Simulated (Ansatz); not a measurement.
```yaml
crystal:
  periodic: [false, false, false]
  atoms:
    - {symbol: O, position_ang: [-1.586132, 0.497361, -0.539837]}
    - {symbol: In, position_ang: [-0.976805, 1.839402, -1.949877]}
    - {symbol: Si, position_ang: [0.900881, -0.450817, 0.413010]}
    - {symbol: H, position_ang: [-2.596860, 0.294235, -0.153827]}
    - {symbol: H, position_ang: [1.167063, 0.428157, -0.569858]}
    - {symbol: H, position_ang: [0.365448, 0.126682, 1.674463]}
    - {symbol: H, position_ang: [2.333482, -0.893948, 0.704149]}
    - {symbol: H, position_ang: [0.173560, -1.621265, 0.151987]}
basis:
  gaussian: {orbitals: ANO-RCC-VTZP}
magnetization: {spin_polarized: true, initial_magnetization: 8}
hamiltonian: {xc: {name: CAM-B3LYP}, dispersion: d4}
```

```sh
$ ansatz run in.yaml --threads 2 --pin off --events-out ev --progress --plain --max-ram 4352MiB
```

Shortened log:

```
Functional definition: CAM-B3LYP
1600 factors; their error is unknown
385 factors; integrals over basis functions are off by at most 2.2e-5 eV
mean field evaluation 1: about -170034.3209 eV, gradient 1.4e1 eV
mean field evaluation 2: about -170035.6938 eV, gradient 9.9e0 eV
mean field evaluation 4: about -170036.3519 eV, gradient 1.4e0 eV
mean field evaluation 8: about -170036.4208 eV, gradient 3.1e-1 eV
mean field evaluation 16: about -170036.4430 eV, gradient 1.3e-1 eV
mean field evaluation 32: about -170037.1246 eV, gradient 1.5e0 eV
mean field -170037.20551132 eV, -6248.7520471837 hartree, gradient 1.8e-5 eV, S^2 20.008657; 6 other end points of the search recorded, 0 dependent functions left out
reference -170037.20564798 eV, -6248.7520522058 hartree; 42, 34 occupied and 160, 168 virtual orbitals, 1600 factors
Total energy: -170037.35599255 eV, -6248.7575772669 hartree
Relativity: scalar
```

**Question.** What is wrong with this run?

**Answer.** The spin is set far too high for this molecule. The run converged. The result belongs to that input, not to the molecule as meant.
